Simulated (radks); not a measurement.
Species: the terbium ion Tb5+. Configuration: [Kr] 4d10 4f7 5s2 5p5. Method: Dirac Kohn-Sham, PBE, spin-unpolarised, spherical densities, finite nucleus; open shells fill j = l - 1/2 first; Fermi nuclear charge, rms radius 5.06 fm; computed with a radial shooting solver on a logarithmic mesh with Libxc functionals. Some entries of the table are withheld. Estimate them.

orbital  occ.  eigenvalue (hartree)  <r^2> (bohr^2)  <r> (bohr)
1s1/2       2             -1906.011       0.0006317     0.02151
2s1/2       2             -317.9677        0.009830     0.09096
2p1/2       2             -302.3078        0.007125     0.07590
2p3/2       4             -274.8747        0.008356     0.08285
3s1/2       2             -72.58562         0.06539         (1)
3p1/2       2             -65.77216         0.06081      0.2286
3p3/2       4             -60.11012         0.06782      0.2418
3d3/2       4             -48.36469         0.05396      0.2141
3d5/2       6             -47.12984         0.05591      0.2182
4s1/2       2             -16.45608          0.3293      0.5401
4p1/2       2             -13.78161          0.3454      0.5509
4p3/2       4             -12.51061          0.3831      0.5804
4d3/2       4                   (2)          0.4344      0.6122
4d5/2       6                   (3)          0.4489      0.6225
5s1/2       2              -3.98183           1.759       1.254
5p1/2       2              -3.19133           2.099       1.367
5p3/2       3              -2.98525           2.322       1.439
4f5/2       6                   (4)          0.7328      0.7662
4f7/2       1                   (5)          0.7482      0.7741

Answer. 
(1) 3s1/2 <r> (bohr): 0.2390
(2) 4d3/2 eigenvalue (hartree): -8.09882
(3) 4d5/2 eigenvalue (hartree): -7.86712
(4) 4f5/2 eigenvalue (hartree): -2.60830
(5) 4f7/2 eigenvalue (hartree): -2.57425
